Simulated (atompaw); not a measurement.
nitrogen (N): one change to a PAW (atompaw) potential, before and after

nitrogen (N), PAW, made with atompaw 4.2.0.5 (PBEsol, scalar-relativistic). Core [He], reference 2s2 2p2 (charge +1). Waves: 2s (bound): rc 2.15 bohr; 2s channel at -1.55 Ry: rc 2.15 bohr; 2p (bound): rc 2.15 bohr; 2p channel at 1.5 Ry: rc 2.15 bohr; 3d channel at 0.15 Ry: rc 2.15 bohr. Local part: troulliermartins scheme with l = 3 at 0.5 Ry, radius 1.60 bohr. Core correction: smooth core density matched at 1.85 bohr. Augmentation charge: sinc compensation charge, radius 2.05 bohr; PAW radius 2.15 bohr; waves and projectors: custom rrkj gramschmidtortho.

All-electron outer shells of the reference configuration (PBEsol, scalar-relativistic, ld1.x):

```
shell  level (eV)  outermost node (bohr)  outermost maximum (bohr)
   2s      -32.31                   0.32                      0.99
   2p      -20.60                      –                      0.92
```

Change: reference 2s2 2p2.5; added wave 3d channel at 1.05 Ry: rc 2.15 bohr.

Cutoffs: the cutoffs (Ry, on a coarse ladder) from which the occupation-weighted sum of valence levels, in a spherical-Bessel basis at the reference potential, stays within 10 and 1 mRy of its value at 400 Ry; they do not see the model core or the augmentation charge, which bear on the density cutoff.

What does the change do?

The potential gets neither clearly harder nor softer (15 Ry and 18 Ry → 15 Ry and 18 Ry); the range in which the s phases agree widens (upper end 1.1 → at the end of the scan); the range in which the p phases agree narrows (upper end at the end of the scan → 2.6); neither file shows a bound ghost.

| quantity | base | changed |
| --- | --- | --- |
| cutoff, loose | 15 Ry | 15 Ry |
| cutoff, tight | 18 Ry | 18 Ry |
| bound ghosts | none | none |
| s: phases at 2.15 bohr within 0.05 rad from the reference energy up to (Ry; the scan ends near 5) | 1.1 | to the end of the scan |
| p: phases at 2.15 bohr within 0.05 rad from the reference energy up to (Ry; the scan ends near 5) | to the end of the scan | 2.6 |
| d: phases at 2.15 bohr within 0.05 rad from the reference energy up to (Ry; the scan ends near 5) | to the end of the scan | 5.0 |
| lowest overlap eigenvalue by channel | s 0.07, p 0.79, d 1.00 | s 0.52, p 0.81, d 0.53 |

 The cutoffs see the waves, projectors and local potential, not the compensation charge or the core.
